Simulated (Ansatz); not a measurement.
`c1sc(-c2sc(-c3sc(-c4scc5c4OCCO5)c4c3OCCO4)c3c2OCCO3)c2c1OCCO2` with charge -1. The state is a doublet with charge -1. Geometry PBE-D4/def2-SVP, that of the neutral singlet; atoms count from 1.

Cartesian coordinates in Å:
```
C 6.173 3.177 -0.421
S 4.644 2.852 0.329
C 4.071 1.912 -1.042
C 2.758 1.322 -1.042
S 2.071 0.655 0.434
C 0.566 0.214 -0.363
C -0.534 -0.384 0.334
S -2.058 -0.779 -0.453
C -2.754 -1.426 1.027
C -4.096 -1.948 1.051
S -4.739 -2.891 -0.285
C -6.277 -3.098 0.487
C -6.296 -2.488 1.728
C -5.062 -1.826 2.047
O -4.892 -1.107 3.194
C -5.866 -1.439 4.182
C -7.265 -1.474 3.579
O -7.369 -2.485 2.575
C -1.841 -1.320 2.075
C -0.605 -0.726 1.685
O 0.432 -0.530 2.555
C 0.291 -1.304 3.749
C -1.136 -1.229 4.279
O -2.063 -1.777 3.342
C 0.637 0.553 -1.715
C 1.857 1.184 -2.098
O 2.072 1.649 -3.362
C 1.166 1.076 -4.305
C -0.265 1.109 -3.782
O -0.389 0.328 -2.591
C 5.050 1.883 -2.033
C 6.238 2.612 -1.681
O 7.314 2.709 -2.519
C 7.278 1.736 -3.566
C 5.886 1.634 -4.176
O 4.935 1.195 -3.206
H 6.948 3.757 0.090
H -7.092 -3.645 0.001
H -5.625 -2.428 4.637
H -5.799 -0.661 4.969
H -7.508 -0.477 3.142
H -8.021 -1.715 4.352
H 1.009 -0.889 4.483
H 0.561 -2.366 3.544
H -1.401 -0.168 4.499
H -1.238 -1.820 5.210
H 1.462 0.024 -4.526
H 1.255 1.673 -5.234
H -0.568 2.162 -3.576
H -0.967 0.674 -4.520
H 8.017 2.061 -4.324
H 7.587 0.740 -3.171
H 5.578 2.623 -4.589
H 5.871 0.887 -4.995
```

Single mean-field runs in def2-SVP are fitted with def2-universal-jkfit. The highest occupied level of the charge -1 doublet lies above zero (up to 0.71 eV). By energy differences its removal costs 0.39 eV (vertical, to the charge 0 singlet, at PBE0-D4/def2-SVP); self-interaction error and the lack of diffuse functions both raise the level.

Estimate the Mulliken populations of the heavy atoms from the PBE0/def2-SVP orbitals of Ansatz.


```
atom  charge (e)  spin (α − β)
  C1       -0.21          0.12
  S2        0.07          0.04
  C3       -0.20         -0.03
  C4       -0.22          0.15
  S5        0.10          0.07
  C6       -0.14          0.05
  C7       -0.14          0.05
  S8        0.10          0.07
  C9       -0.22          0.15
 C10       -0.21         -0.03
 S11        0.07          0.04
 C12       -0.21          0.12
 C13        0.16         -0.05
 C14        0.19          0.09
 O15       -0.34          0.01
 C16        0.14          0.00
 C17        0.14          0.00
 O18       -0.36          0.00
 C19        0.21         -0.02
 C20        0.08          0.08
 O21       -0.36          0.01
 C22        0.15          0.00
 C23        0.14          0.00
 O24       -0.35          0.00
 C25        0.08          0.08
 C26        0.21         -0.02
 O27       -0.35          0.00
 C28        0.14          0.00
 C29        0.15          0.00
 O30       -0.36          0.01
 C31        0.18          0.10
 C32        0.16         -0.05
 O33       -0.36          0.00
 C34        0.14          0.00
 C35        0.14          0.00
 O36       -0.34          0.01
```
Mulliken values and Mayer orders depend strongly on the basis.

Where does the spin sit?

Summed by element: C 0.79, S 0.21, O 0.02, H -0.01, of 1 unpaired in all. Largest on single atoms: C9 0.15, C4 0.15, C1 0.12.

And the Mayer bond orders between bonded heavy atoms (over 0.3, the first 40 of 43)?

C1–S2 1.08 (1.73 Å); C1–C32 1.50 (1.38 Å); S2–C3 1.11 (1.76 Å); C3–C4 1.17 (1.44 Å); C3–C31 1.45 (1.39 Å); C4–S5 1.04 (1.76 Å); C4–C26 1.43 (1.39 Å); S5–C6 1.06 (1.76 Å); C6–C7 1.32 (1.43 Å); C6–C25 1.37 (1.40 Å); C7–S8 1.06 (1.76 Å); C7–C20 1.37 (1.40 Å); S8–C9 1.04 (1.76 Å); C9–C10 1.17 (1.44 Å); C9–C19 1.43 (1.39 Å); C10–S11 1.11 (1.76 Å); C10–C14 1.45 (1.39 Å); S11–C12 1.08 (1.73 Å); C12–C13 1.50 (1.38 Å); C13–C14 1.20 (1.44 Å); C13–O18 1.05 (1.37 Å); C14–O15 1.08 (1.36 Å); O15–C16 0.97 (1.43 Å); C16–C17 1.06 (1.52 Å); C17–O18 0.96 (1.43 Å); C19–C20 1.27 (1.43 Å); C19–O24 1.08 (1.36 Å); C20–O21 1.05 (1.37 Å); O21–C22 0.96 (1.43 Å); C22–C23 1.05 (1.52 Å); C23–O24 0.97 (1.43 Å); C25–C26 1.27 (1.43 Å); C25–O30 1.05 (1.37 Å); C26–O27 1.08 (1.36 Å); O27–C28 0.97 (1.43 Å); C28–C29 1.05 (1.52 Å); C29–O30 0.96 (1.43 Å); C31–C32 1.20 (1.44 Å); C31–O36 1.08 (1.36 Å); C32–O33 1.05 (1.37 Å).
